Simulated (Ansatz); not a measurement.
`CB[SiH2]O` → `CBO` + `[SiH2]` at 500 K and 1 bar (silylene formation by 1,1-elimination).

Computed with Ansatz on PBE0-D4/def2-TZVP structures; ΔE is electronic, products minus reactants. CCSD(T)/CBS is the MP2 limit (def2-TZVPP, def2-QZVPP) plus CCSD(T) − MP2 in def2-TZVPP, frozen cores. This one scheme is used for every species. One conformer a species, not always the lowest.

```tsv
species	CCSD(T)/CBS energy (Eh)	H − E (kJ/mol)	S (J/(mol·K))
`CB[SiH2]O`	-431.33160	255.2	409.1
`CBO`	-141.08489	198.4	313.3
`[SiH2]`	-290.19011	48.0	226.5
```

H − E and S are ideal-gas, rigid-rotor, harmonic terms from PBE0-D4/def2-TZVP, for one conformer and one mirror image of each species. 1 Eh = 2625.50 kJ/mol, R = 8.31446 J/(mol·K).

Problem. By hand: ΔE, ΔH, ΔS and ΔG.

Solution. ΔE = (-141.08489) + (-290.19011) − (-431.33160) = 0.05660 Eh = 148.6 kJ/mol. Δ(H − E) = 198.4 + 48.0 − 255.2 = -8.8, so ΔH = 139.8 kJ/mol. ΔS = 313.3 + 226.5 − 409.1 = 130.7 J/(mol·K). ΔG = 139.8 − 500 × (130.7)/1000 = 74.5 kJ/mol.

Problem. By hand: the equilibrium constant, and the temperature at which ΔG would vanish if ΔH and ΔS stayed fixed.

Solution. log₁₀ K = −ΔG/(RT ln 10) = -7.8. ΔG = 0 at ΔH/ΔS = 1070 K.

The number of gas molecules changes by +1, which sets the sign of ΔS. A doubt of 5 kJ/mol in ΔE shifts log₁₀ K by 0.5 here. Other conformers and mirror images would add mixing entropy, several J/(mol·K) or more a flexible species. These are equilibria of isolated gas molecules and say nothing of rates. Largest T1 diagnostic: 0.014 (customary marks: 0.02 for closed shells, 0.045 for open ones).
